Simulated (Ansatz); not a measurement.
Te₂W. Total charge 0; triplet. Geometry r2SCAN-D4/def2-TZVP, that of the charge +1 doublet; atoms count from 1.

| atom | x (Å) | y (Å) | z (Å) |
| --- | --- | --- | --- |
| W1 | 0.5606 | 0.7432 | 0.2562 |
| Te2 | 1.3167 | -1.3847 | -0.6836 |
| Te3 | -1.8773 | 0.6416 | 0.4274 |

In the def2 sets Te, W take a core potential; there is no spin–orbit coupling. The charge 0 triplet is spin-contaminated (final ⟨S²⟩ up to 2.20, 2.00 for a pure state). The structure comes from a short search, and lower isomers may exist.

(1) Estimate the Mulliken populations from the PBE0/def2-TZVP orbitals of Ansatz.

(2) Where does the spin sit?

(3) And the Mayer bond orders between heavy atoms (over 0.3)?

Answers

(1) 
| atom | charge (e) | spin (α − β) | d electrons |
| --- | --- | --- | --- |
| W1 | 0.40 | 2.78 | 4.46 |
| Te2 | -0.20 | -0.39 | – |
| Te3 | -0.20 | -0.39 | – |
Mulliken values depend strongly on the basis.

(2) Summed by element: W 2.78, Te -0.78, of 2 unpaired in all. Largest on single atoms: W1 2.78, Te2 -0.39, Te3 -0.39.

(3) W1–Te2 2.20 (2.45 Å); W1–Te3 2.20 (2.45 Å).
